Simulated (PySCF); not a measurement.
# C₆ coefficients of unlike pairs at PBE0

Calculated with PySCF 2.14 from the dipole response of each species, C₆(A,B) = (3/π) ∫ α_A(iu) α_B(iu) du, in atomic units, from isotropic polarisabilities. For ions this is the dispersion term alone; charge-induced terms of lower order in 1/R come first.

```
species           configuration                                                                               basis      relativity  α (bohr³)  C₆ (like pair)
   Hf³⁺      [Xe] 4f14 5d1 (2D)                                           aug-cc-pVTZ-PP with ECP60MDF (6s6p5d3f2g)  core potential      6.239           24.96
     Sc       [Ar] 3d1 4s2 (2D)  x2c-QZVPPall with one added diffuse shell each of s, p, d, f, g type (12s8p6d4f3g)   spin-free X2C      128.4            1625
   Se²⁺  [Ar] 3d10 4s2 4p2 (3P)                                                         aug-cc-pVQZ-DK (8s7p5d3f2g)   spin-free X2C      9.284           42.89
     Nb       [Kr] 4d4 5s1 (6D)                def2-TZVPPD with the def2 core potential (28 electrons) (6s4p3d2f1g)  core potential      88.43           886.3
```

(1) Estimate C₆ for Sc with Hf³⁺.

No spin-orbit coupling is included.

The other pairs:

```tsv
pair	C₆
Se²⁺, Sc	205.2
Nb, Sc	1189
Se²⁺, Hf³⁺	32.01
Nb, Se²⁺	166.4
Nb, Hf³⁺	117.8
```

Results:

(1) The integral gives 141.8. The combination rule 2 C_A C_B / (C_A α_B/α_A + C_B α_A/α_B) gives 136.9 and the geometric mean 201.4.
